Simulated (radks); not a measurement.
The numbers below are computed, except where a source is named.
Charge is removed step by step from the 6s level of the thulium ion Tm+, starting from [Xe] 4f13 6s1. Level of theory: non-relativistic Kohn-Sham, LDA (Slater exchange, Perdew-Wang correlation), spin-unpolarised, spherical densities, point nucleus; relativity is left out, which matters for an element this heavy (a radial shooting solver on a logarithmic mesh with Libxc functionals).

removed (e) = 0: E - E(0) (eV) 0.000; eigenvalue (eV) -8.706; E minus straight line (eV) 0.000
removed (e) = 0.1: E - E(0) (eV) 0.897; eigenvalue (eV) -9.235; E minus straight line (eV) -0.236
removed (e) = 0.2: E - E(0) (eV) 1.847; eigenvalue (eV) -9.766; E minus straight line (eV) -0.419
removed (e) = 0.3: E - E(0) (eV) 2.850; eigenvalue (eV) -10.298; E minus straight line (eV) -0.549
removed (e) = 0.4: E - E(0) (eV) 3.907; eigenvalue (eV) -10.830; E minus straight line (eV) -0.626
removed (e) = 0.5: E - E(0) (eV) 5.016; eigenvalue (eV) -11.361; E minus straight line (eV) -0.649
removed (e) = 0.6: E - E(0) (eV) 6.179; eigenvalue (eV) -11.887; E minus straight line (eV) -0.620
removed (e) = 0.7: E - E(0) (eV) 7.393; eigenvalue (eV) -12.404; E minus straight line (eV) -0.539
removed (e) = 0.8: E - E(0) (eV) 8.659; eigenvalue (eV) -12.905; E minus straight line (eV) -0.406
removed (e) = 0.9: E - E(0) (eV) 9.973; eigenvalue (eV) -13.376; E minus straight line (eV) -0.225
removed (e) = 1: E - E(0) (eV) 11.331; eigenvalue (eV) -13.746; E minus straight line (eV) 0.000

Removing the whole electron costs 11.331 eV by Delta-SCF, against 8.706 eV from minus the eigenvalue at the starting occupation. Slater's transition state (half an electron removed) gives 11.361 eV. Integrating minus the eigenvalue over the occupation (Janak's theorem) gives 11.331 eV. The mean slope of the eigenvalue, de/dn, is 5.04 eV per electron. Ionisation energy of Tm+ in the NIST Atomic Spectra Database: 12.07 eV (semi-empirical).

Beside tabulated values, note that spin-unpolarised runs miss the spin-polarisation part of the exchange energy of open shells.
